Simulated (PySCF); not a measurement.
Compound: C5H5F3.
Bonds: C1–C2, C2–C3, C3–F4, C3–F5, C3–F6, C2–C7, C7–C8 (double), C2–C8. Hydrogens: H9, H10, H11 on C1; H12 on C7; H13 on C8.

Probes without a nucleus sit at each ring's centroid and 1 Å off its mean plane on both sides; NICS is minus the shielding there, NICSzz its component along the normal. Level: GIAO PBE0/pcSseg-1 (PySCF, non-relativistic, gas phase) on the GFN2-xTB geometry, one conformer.

Ring bond lengths (Å), with Mayer bond orders in brackets: C2–C7 1.502 (0.96), C7–C8 1.300 (1.67), C8–C2 1.502 (0.96).

Task: Give the NICS values of each ring in ppm.

Result: 
```
    ring                                                    type  NICS(0)  NICS(1), two faces  NICS(1)zz, two faces  rms pucker (Å)  centre to ring atoms, mean (Å)
C2–C7–C8  3-membered carbocycle; formal bonds 1 double, 2 single    -31.5         -7.9 / -7.9         -17.7 / -19.2            0.00                            0.83
```

Task: What do they say, and how far can they be read as aromaticity?

Result: 
- C2–C7–C8: mean NICS(1)zz -18.4 ppm, shielded. C2 has four or more neighbours, and the NICS criterion for π rings isn't applied. NICS(0) lies 24 ppm below the mean NICS(1).

Task: What field does 9.4 T along the ring normal induce along that normal at the first NICS(1) probe listed for ring C2–C7–C8, 1 Å off the ring?

Result: NICSzz × B0 = -17.7 ppm × 9.4 T = -166 μT, against the applied field.

Shape of the structure used: `[CH3:1][C:2]1([C:3]([F:4])([F:5])[F:6])[CH:7]=[CH:8]1`: C1–C2–C3–F4 180°.
